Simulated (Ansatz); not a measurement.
BiH2I. The state is a triplet with charge 0. Geometry PBE-D4/def2-TZVP, that of the neutral singlet; atoms count from 1.

Cartesian coordinates in Å:
```
Bi 0.7719 -0.4753 0.1073
H 0.7188 0.6987 -1.2698
H 0.4927 0.9002 1.2508
I -1.9834 -1.1236 -0.0882
```

In the def2 sets Bi, I take a core potential; there is no spin–orbit coupling. At PBE0-D4/def2-TZVP a singlet of charge 0 lies 3.26 eV below the triplet at the same geometry.

(1) Estimate the Mulliken populations from the PBE0/def2-TZVP orbitals of Ansatz.

(2) Where does the spin sit?

(3) And the Mayer bond orders between heavy atoms (over 0.3)?

Results:

(1) 
```json
{"atom": "Bi1", "charge (e)": "0.04", "spin (α − β)": "0.98"}
{"atom": "H2", "charge (e)": "0.00", "spin (α − β)": "0.05"}
{"atom": "H3", "charge (e)": "0.00", "spin (α − β)": "0.05"}
{"atom": "I4", "charge (e)": "-0.04", "spin (α − β)": "0.91"}
```
Mulliken values depend strongly on the basis.

(2) Summed by element: Bi 0.98, H 0.11, I 0.91, of 2 unpaired in all. Largest on single atoms: Bi1 0.98, I4 0.91, H3 0.05.

(3) Bi1–I4 0.70 (2.84 Å).
